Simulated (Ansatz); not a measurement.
Cost and result for the atomization energy of FH2InS (`[F][InH][SH]`) (5 atoms, 4 bonds).

```xyz
5

F    -0.064   -1.440    1.216
In   -0.656   -0.212   -0.185
S     1.075    1.345   -0.564
H    -2.198   -0.456   -0.842
H     1.843    0.763    0.375
```

The species carries charge 0 and has multiplicity 1. Correlated methods include outer-core shells of In, which these sets cover unevenly. In: def2 effective core potential. Geometry: relaxed with PBE0-D4/def2-TZVP. It is one conformer, not always the lowest. Program: Ansatz. Hardware: A = 2 threads of an AMD EPYC 7R13 on a shared host; B = 2 threads of an AMD EPYC 7R13 on a shared host and a share of an NVIDIA H100 80 GB. Times are those of one run each, without the atoms' runs, and a repeat can differ threefold. Electronic energies, without spin–orbit coupling; frozen cores. CCSD(T)/CBS adds CCSD(T) − MP2 in def2-TZVPP to the MP2 limit, and its time is that of the two runs behind it. T1 = 0.016. With those shells the extrapolation isn't a true limit. B3LYP takes the VWN-RPA correlation (the form of Gaussian; ORCA's B3LYP/G).

CCSD(T)/CBS is a level of theory with its own doubt, some kJ/mol a heavy atom from the limit and from the frozen cores, so smaller differences don't rank the functionals.

```tsv
level	functions	wall time	atomization (kJ/mol)	difference from CCSD(T)/CBS	per bond
LDA (SPW92)/def2-TZVPP [A]	151	1.1 s	1520.7	200.9	50.2
revPBE-D4/def2-TZVPP [A]	151	1.5 s	1273.3	-46.5	-11.6
BHLYP-D4/def2-TZVPP [A]	151	2.4 s	1234.8	-85.0	-21.2
CAM-B3LYP-D4/def2-TZVPP [A]	151	2.6 s	1297.5	-22.3	-5.6
BLYP-D4/def2-TZVPP [A]	151	2.7 s	1283.0	-36.8	-9.2
CCSD(T)/def2-SVP [A]	68	2.8 s	1189.2	-130.6	-32.6
B3LYP-D4/def2-TZVPP (with forces) [A]	151	3 s	1279.2	-40.6	-10.1
r2SCANh-D4/def2-TZVPP [A]	151	3.4 s	1297.3	-22.5	-5.6
r2SCAN-D4/def2-TZVPP (with forces) [A]	151	3.8 s	1313.1	-6.7	-1.7
ωB97M-V/def2-TZVPP (with forces) [A]	151	7 s	1314.2	-5.6	-1.4
CCSD(T)/def2-TZVPP [B]	151	10 s	1269.3	-50.5	-12.6
CCSD(T)/def2-QZVPP [B]	269	14 s	1305.8	-14.0	-3.5
CCSD(T)/CBS(def2)	–	24 s	1319.8	0.0	0.0
```

The D4 term adds +14.1 kJ/mol with B3LYP and +7.3 kJ/mol with PBE0; it sums over pairs of atoms, weighted by their polarisabilities, and B3LYP, whose exchange is more repulsive, gets the larger term. Leaving LDA and LC-ωPBE aside and taking each functional with its dispersion term where it has one, the values, not all of them listed here, spread over 92.2 kJ/mol, from BHLYP-D4 to B97M-V. LDA lies +212.4 kJ/mol from PBE without D4, its usual overbinding. From r2SCAN to r2SCAN0 (25 % exact exchange), in def2-TZVPP and without D4, the atomization energy moves by −38.3 kJ/mol: exact exchange takes away binding that semilocal exchange gives to molecules.

Spin–orbit coupling would lower the free In atoms strongly, and the atomization energy with them, by more than many differences here.
